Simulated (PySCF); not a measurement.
**Electron correlation in Rh³³⁺ (rhodium, charge +33)**

[Ne] 3s2, closed-shell 1S. Computed with PySCF 2.14 in an even-tempered Gaussian basis (18 s from 5.3 bohr⁻², ratio 2.5; 12 p from 6.9 bohr⁻², ratio 2.5; 4 d from 26 bohr⁻², ratio 2.7; 4 f from 39 bohr⁻², ratio 2.7), with scalar relativity by spin-free X2C-1e. Frozen: 1s2; 10 electrons correlated; the 22 highest virtual orbitals of each spin left out.

MP2 pair energies summed by pair of shells (mhartree):

```
 pair   energy  share (%)
2p-2p  -214.61       48.2
3s-3s   -93.59       21.0
2s-2p   -60.98       13.7
2p-3s   -56.56       12.7
2s-2s   -10.82        2.4
2s-3s    -8.77        2.0
```

Total MP2 correlation energy: -445.33 mhartree.

MP2 falls well short for the outer s pair, which is nearly degenerate with np².

At this charge the one-electron X2C treatment keeps the bare 1/r₁₂, with no two-electron picture change or Breit term. The effect here is smaller than on the frozen 1s shell; and a scalar Hamiltonian misses the large spin-orbit splitting of the p shells, which matters for ns² → np² pairs.
